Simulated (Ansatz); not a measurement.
Start from `CCB(O)O` and change one atom or group to get `NCB(O)O`.

Ansatz, PBE0-D4/def2-TZVP geometries, multiplicity 1. Each molecule was computed in one conformer, which needn't be the lowest.

```tsv
property	`CCB(O)O`
size of the dipole moment (B3LYP/def2-TZVPP) / D	1.36
HOMO energy (PBE0/def2-TZVPP) / eV	-8.74
size of the dipole moment (ωB97M-V/def2-TZVPP) / D	1.36
LUMO energy (PBE0/def2-TZVPP) / eV	0.68
LUMO energy (ωB97M-V/def2-TZVPP) / eV	2.03
size of the dipole moment (PBE/def2-TZVPP) / D	1.29
```

Q: Give the same properties after the change, and the shifts. (An estimate is asked.)

A: Computed: 
```json
{"property": "size of the dipole moment (B3LYP/def2-TZVPP) / D", "`NCB(O)O`": "1.68", "shift": "0.32"}
{"property": "HOMO energy (PBE0/def2-TZVPP) / eV", "`NCB(O)O`": "-7.28", "shift": "1.46"}
{"property": "size of the dipole moment (ωB97M-V/def2-TZVPP) / D", "`NCB(O)O`": "1.66", "shift": "0.30"}
{"property": "LUMO energy (PBE0/def2-TZVPP) / eV", "`NCB(O)O`": "0.65", "shift": "-0.03"}
{"property": "LUMO energy (ωB97M-V/def2-TZVPP) / eV", "`NCB(O)O`": "2.00", "shift": "-0.03"}
{"property": "size of the dipole moment (PBE/def2-TZVPP) / D", "`NCB(O)O`": "1.63", "shift": "0.34"}
```

Dipoles are sizes alone; their direction can turn.

B3LYP here is the variant with VWN-RPA as its local correlation; programs differ in this.
